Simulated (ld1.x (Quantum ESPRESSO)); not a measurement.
**Which change was made? (Ho, TM)**

ld1.x (Quantum ESPRESSO) 7.5 input, shortened:

```
&input
   title='Ho', zed=67., rel=2, dft='PBE', iswitch=3,
   config='[Xe] 4f10 5d1 6s2 6p0', rel_dist='average'
 /
 &inputp
   pseudotype=2, tm=.true., lloc=0,
   nlcc=.false.
 /
3
6P  2  1   0.00   0.00  3.80  3.80  0.0
5D  3  2   1.00   0.00  2.95  2.95  0.0
6S  1  0   2.00   0.00  2.50  2.50  0.0
 &test
   configts(1)='5d1 6s2 6p0'
 /
```

Open shells are filled in proportion to 2j + 1 (rel_dist='average').

Cutoffs, loose and tight: the cutoffs (Ry, on a coarse ladder) from which the occupation-weighted sum of valence levels, in a spherical-Bessel basis at the reference potential, stays within 10 and 1 mRy of its value at 400 Ry. They do not see the model core or the augmentation charge, which bear on the density cutoff. Test errors are all-electron minus pseudo excitation energies from the reference, over the configurations 5d1 6s1 6p0; 5d1 6s0 6p0; 5d1 6s1.5 6p0; 5d0 6s2 6p0; 5d1.5 6s1.5 6p0; 5d1 6s0 6p1; 5d2 6s1 6p0; variants that change the core or the reference have their own tests.

The base gives: outcome: generated; cutoff, loose: 15 Ry; cutoff, tight: 25 Ry; bound ghosts: none; largest test error (meV): +209.

After one change the result is: outcome: generated; cutoff, loose: 45 Ry; cutoff, tight: 70 Ry; bound ghosts: p1/2, p3/2, s (extra level of the local part); largest test error (meV): +771. Which change was it?
A. all radii scaled by about 1.39 (s 3.48, p 5.28, d 4.10 bohr)
B. all radii scaled by about 1.18 (s 2.96, p 4.50, d 3.48 bohr)
C. all radii scaled by about 0.81 (s 2.04, p 3.08, d 2.40 bohr)

C. The others give: all radii scaled by about 1.39 (s 3.48, p 5.28, d 4.10 bohr) → outcome: generated; cutoff, loose: 10 Ry; cutoff, tight: 12 Ry; bound ghosts: none; largest test error (meV): +206 | all radii scaled by about 1.18 (s 2.96, p 4.50, d 3.48 bohr) → outcome: generated; cutoff, loose: 12 Ry; cutoff, tight: 18 Ry; bound ghosts: none; largest test error (meV): +189.
